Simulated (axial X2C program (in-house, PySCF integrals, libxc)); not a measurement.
## MoH: cheaper levels and CCSD(T), two-component

All values were computed with an in-house all-electron X2C program for linear molecules (integrals from PySCF). Two-component (2c) means X2C with spin–orbit coupling and atomic mean-field two-electron Coulomb and Gaunt terms. Basis: Mo dyall-cv3z [11s12p9d5f3g], H dyall-v3z [6s2p1d] (cores contracted in-house); Gaussian nuclei, density fitting, unrestricted open shells. Masses: Mo 97.905 u, H 1.008 u.

State: Ω = 5/2 (⟨Sz⟩ = 2.50, ⟨Lz⟩ = 0.00 at HF); fragments Mo + H.

```tsv
level	Re (Å)	ωe (cm⁻¹)	De (eV)
PBE0	1.717	1757.4	2.36
HF	1.780	1596.2	1.26
MP2	1.702	1813.4	2.18
CCSD	1.723	1759.9	2.34
B3LYP	1.721	1757.7	2.62
```

Correlated methods: 15 electrons correlated (number of frozen shells: Mo 3 s, 2 p, 1 d; H none), 225 virtual spin orbitals or spinors in MP2, 90 natural virtuals in coupled cluster.

CCSD(T), same Hamiltonian and basis:

Re = 1.719 Å, ωe = 1768.8 cm⁻¹, De = 2.39 eV; T1 = 0.017 (Lee–Taylor normalisation).

Task: Give the differences from CCSD(T) in the columns below.

Result: 

```tsv
level	ΔRe (Å)	Δωe (cm⁻¹)	ΔDe (eV)
PBE0	-0.002	-11	-0.03
HF	0.061	-173	-1.13
MP2	-0.017	45	-0.21
CCSD	0.004	-9	-0.05
B3LYP	0.002	-11	0.23
```

The state is a single determinant with fixed occupations, the lowest that a limited PBE0 search found. Dissociation energies refer to the lowest single-determinant-based atoms at the same level and basis. Density functionals use the spin component along the axis (collinear). CCSD and (T) use frozen natural virtuals with an MP2 correction for the truncation; (T) itself is uncorrected, so its De runs slightly low. With several unpaired electrons one determinant need not be a pure state. This is the top spin component of a Σ state; components of lower Ω are not single determinants and can lie lower. The determinant is spin-polarised beyond a pure state at some levels (its spin-free form has ⟨S²⟩ too high), which makes Re and μ there less reliable.
